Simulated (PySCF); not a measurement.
# $^{19}$F chemical shifts

All values are calculated (PySCF 2.14.0 with density-fitted response routines): PBE0-D3(BJ)/def2-SVP geometry, NMR shieldings at PBE0/pcSseg-1/GIAO. One averaged value for each set of equivalent atoms, relativity neglected, isolated molecule, one computed conformer.

Shieldings were converted by a linear fit to measured shifts: $^{19}$F: δ = 160.63 − 0.942σ +14.9 on sp3 carbon (rms 6.9 ppm, 221 shifts, 7.7 ppm with the 5 outliers that the fit left out vs CFCl3, solution or neat liquid). A few per cent of atoms miss by over 2 rms, more outside the fitted compound classes.

**Question.** Give the $^{19}$F shifts of `O=C1[C@@H](CF)O[C@@H]1C(F)(F)F`, `FC1=C(OC(F)F)OC[C@H]1F`, `O=C1[C@H](C(F)(F)F)O[C@@H]1CF`, `O=C1O[C@@H](F)[C@H]1CC(F)(F)F`, `O=C1O[C@@H](F)[C@@H]1CC(F)(F)F`, `FC(F)OC1(OC(F)F)C=C1`, `FC(F)(F)C(F)(F)F`, `F/C=C/O/C=C(/F)OC(F)F`.

**Answer.** 
| compound | environment | δ (ppm) |
| --- | --- | --- |
| [O:1]=[C:2]1[C@@H:3]([CH2:4][F:5])[O:6][C@@H:7]1[C:8]([F:9])([F:10])[F:11] | F9/10/11: fluorine of a CF3 group (×3) | -74.7 |
| [O:1]=[C:2]1[C@@H:3]([CH2:4][F:5])[O:6][C@@H:7]1[C:8]([F:9])([F:10])[F:11] | F5: fluorine on an sp3 carbon | -226.1 |
| [F:1][C:2]1=[C:3]([O:4][CH:5]([F:6])[F:7])[O:8][CH2:9][C@H:10]1[F:11] | F7: fluorine of a CF2 group | -79.2 |
| [F:1][C:2]1=[C:3]([O:4][CH:5]([F:6])[F:7])[O:8][CH2:9][C@H:10]1[F:11] | F6: fluorine of a CF2 group | -95.3 |
| [F:1][C:2]1=[C:3]([O:4][CH:5]([F:6])[F:7])[O:8][CH2:9][C@H:10]1[F:11] | F11: fluorine on an sp3 carbon | -152.6 |
| [F:1][C:2]1=[C:3]([O:4][CH:5]([F:6])[F:7])[O:8][CH2:9][C@H:10]1[F:11] | F1: vinylic fluorine | -202.0 |
| [O:1]=[C:2]1[C@H:3]([C:4]([F:5])([F:6])[F:7])[O:8][C@@H:9]1[CH2:10][F:11] | F5/6/7: fluorine of a CF3 group (×3) | -74.7 |
| [O:1]=[C:2]1[C@H:3]([C:4]([F:5])([F:6])[F:7])[O:8][C@@H:9]1[CH2:10][F:11] | F11: fluorine on an sp3 carbon | -225.8 |
| [O:1]=[C:2]1[O:3][C@@H:4]([F:5])[C@H:6]1[CH2:7][C:8]([F:9])([F:10])[F:11] | F9/10/11: fluorine of a CF3 group (×3) | -68.6 |
| [O:1]=[C:2]1[O:3][C@@H:4]([F:5])[C@H:6]1[CH2:7][C:8]([F:9])([F:10])[F:11] | F5: fluorine on an sp3 carbon | -140.1 |
| [O:1]=[C:2]1[O:3][C@@H:4]([F:5])[C@@H:6]1[CH2:7][C:8]([F:9])([F:10])[F:11] | F9/10/11: fluorine of a CF3 group (×3) | -68.7 |
| [O:1]=[C:2]1[O:3][C@@H:4]([F:5])[C@@H:6]1[CH2:7][C:8]([F:9])([F:10])[F:11] | F5: fluorine on an sp3 carbon | -127.0 |
| FC(F)OC1(OC(F)F)C=C1 | fluorine of a CF2 group (×4) | -85.6 |
| FC(F)(F)C(F)(F)F | fluorine of a CF3 group (×6) | -84.8 |
| [F:1]/[CH:2]=[CH:3]/[O:4]/[CH:5]=[C:6](/[F:7])[O:8][CH:9]([F:10])[F:11] | F10/11: fluorine of a CF2 group (×2) | -85.0 |
| [F:1]/[CH:2]=[CH:3]/[O:4]/[CH:5]=[C:6](/[F:7])[O:8][CH:9]([F:10])[F:11] | F7: vinylic fluorine | -136.6 |
| [F:1]/[CH:2]=[CH:3]/[O:4]/[CH:5]=[C:6](/[F:7])[O:8][CH:9]([F:10])[F:11] | F1: vinylic fluorine | -178.1 |
